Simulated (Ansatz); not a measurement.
The cluster Hf2Se4. The state is a quintet with charge 0. Geometry PBE-D4/def2-SVP; atoms count from 1.

```xyz
6

Hf   -1.1653   -0.6435    0.5220
Hf    1.1624    0.6408   -0.5210
Se    0.8493    2.9310    0.3229
Se    1.0967   -0.5175    1.8155
Se   -1.1010    0.5194   -1.8123
Se   -0.8422   -2.9302   -0.3270
```

In the def2 sets Hf takes a core potential; there is no spin–orbit coupling. At PBE0-D4/def2-TZVP a singlet of charge 0 lies 3.17 eV below the quintet, each at its own geometry. The structure comes from a short search, and lower isomers may exist.

**Question.** Estimate the Mulliken populations from the PBE0/def2-TZVP orbitals of Ansatz.

**Answer.** 
| atom | charge (e) | spin (α − β) | d electrons |
| --- | --- | --- | --- |
| Hf1 | 0.70 | 0.84 | 2.25 |
| Hf2 | 0.70 | 0.85 | 2.25 |
| Se3 | -0.32 | 0.71 | – |
| Se4 | -0.39 | 0.44 | – |
| Se5 | -0.39 | 0.44 | – |
| Se6 | -0.32 | 0.71 | – |
Mulliken values and Mayer orders depend strongly on the basis.

**Question.** Where does the spin sit?

**Answer.** Summed by element: Hf 1.69, Se 2.31, of 4 unpaired in all. Largest on single atoms: Hf2 0.85, Hf1 0.84, Se3 0.71.

**Question.** And the Mayer bond orders between bonded heavy atoms (over 0.3)?

**Answer.** Hf1–Hf2 0.79 (2.86 Å); Hf1–Se4 1.01 (2.61 Å); Hf1–Se5 0.92 (2.61 Å); Hf1–Se6 1.54 (2.46 Å); Hf2–Se3 1.54 (2.46 Å); Hf2–Se4 0.92 (2.61 Å); Hf2–Se5 1.01 (2.61 Å).
